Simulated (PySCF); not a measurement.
CH₇FNPSi₂.
SMILES: `F/C=P\N([SiH3])[SiH3]`

The calculation used TDDFT CAM-B3LYP/def2-SVPD, vertical, gas phase, core orbitals frozen in the response in PySCF. One conformer (not necessarily the lowest) at the GFN2-xTB geometry, without solvent, vibrations or thermal averaging. Torsions of this conformer, `[F:1]/[CH:2]=[P:3]\[N:4]([SiH3:5])[SiH3:6]`: C2–P3–N4–Si5 -30°.

Broadening: Gaussians 0.25 eV wide at half height, area fixed by f = 4.319×10⁻⁹ ∫ε dν̃. The width is an assumption, not a result. The curve ends short of the highest state used, and states not computed would add to its high-energy end.

| E (eV) | ε (L mol⁻¹ cm⁻¹) |
| --- | --- |
| 4.46 | 15 |
| 4.51 | 72 |
| 4.57 | 346 |
| 4.62 | 1004 |
| 4.67 | 2333 |
| 4.73 | 4795 |
| 4.78 | 6878 |
| 4.84 | 8065 |
| 4.89 | 7609 |
| 4.94 | 6608 |
| 5.00 | 6063 |
| 5.05 | 6311 |
| 5.10 | 6393 |
| 5.16 | 5349 |
| 5.21 | 3706 |
| 5.26 | 2070 |
| 5.32 | 772 |
| 5.37 | 275 |
| 5.43 | 123 |
| 5.48 | 263 |
| 5.53 | 749 |
| 5.59 | 2059 |
| 5.64 | 3754 |
| 5.69 | 5483 |
| 5.75 | 6446 |
| 5.80 | 5780 |
| 5.86 | 3783 |
| 5.91 | 2083 |
| 5.96 | 922 |
| 6.02 | 284 |
| 6.07 | 175 |
| 6.12 | 338 |
| 6.18 | 921 |
| 6.23 | 1739 |
| 6.28 | 2683 |
| 6.34 | 3586 |

Problem. Locate the maxima and give the states behind the curve.

Solution. 256 nm (4.85 eV), ε about 8100, made up of S1 (96%); 244 nm (5.08 eV), ε about 6400, made up of S2 (92%); 216 nm (5.75 eV), ε about 6400, made up of S3 (100%) (ε in L mol⁻¹ cm⁻¹; maxima over ε = 5, shares over 10%). At its high-energy end, 6.34 eV, the curve is still rising (ε about 3600, from S4 and S5). The states used: S1 4.83 eV (f 0.072); S2 5.10 eV (f 0.056); S3 5.75 eV (f 0.060); S4 6.35 eV (f 0.029); S5 6.55 eV (f 0.035); S6 6.76 eV (f 0.014); S7 6.87 eV (f 0.0056); S8 6.94 eV (f 0.018).

Problem. What would ε be at 4.85 eV, the highest of these maxima, with half the width (0.125 eV)?

Solution. About 15000 L mol⁻¹ cm⁻¹ against 8070, a factor of about 1.9; a lone state at its own centre would give exactly 2.

Problem. Coming from long wavelengths, where does ε first pass 100 L mol⁻¹ cm⁻¹?

Solution. At about 274 nm (4.52 eV), 0.31 eV below S1.

Problem. On this curve, what absorbance would a 10⁻³ mol/L sample give at 222 nm over a 1 cm path?

Solution. 222 nm is 5.585 eV, where ε is about 1900 L mol⁻¹ cm⁻¹, so A = ε c l ≈ 1.9 (Beer–Lambert, with the gas-phase spectrum and the assumed width).
